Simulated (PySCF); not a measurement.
Si(H)(Cl)(Me)(NH2) (CH6ClNSi), SMILES Cl[SiH](N)C. Geometry: B3LYP-D3(BJ)/def2-SVP. The values are those of a single conformer.

Computed equilibrium geometry at B3LYP-D3(BJ)/def2-SVP (PySCF confirms it by a frequency run) as bond lengths and angles (one conformer of several):
Atoms: Si1 C2 N3 Cl4 H5 H6 H7 H8 H9 H10. Bond lengths (Å): Si1–C2 1.867, Si1–N3 1.723, Si1–Cl4 2.108, Si1–H5 1.484, C2–H6 1.102, C2–H7 1.102, C2–H8 1.101, N3–H9 1.017, N3–H10 1.016. Bond angles (°): C2–Si1–N3 109.6, C2–Si1–Cl4 106.7, C2–Si1–H5 113.8, N3–Si1–Cl4 113.7, N3–Si1–H5 107.6, Cl4–Si1–H5 105.6, Si1–C2–H6 110.6, Si1–C2–H7 110.5, Si1–C2–H8 110.7, H6–C2–H7 108.5, H6–C2–H8 108.8, H7–C2–H8 107.7, Si1–N3–H9 119.2, Si1–N3–H10 119.3, H9–N3–H10 110.2.
Charge 0, spin multiplicity 1.
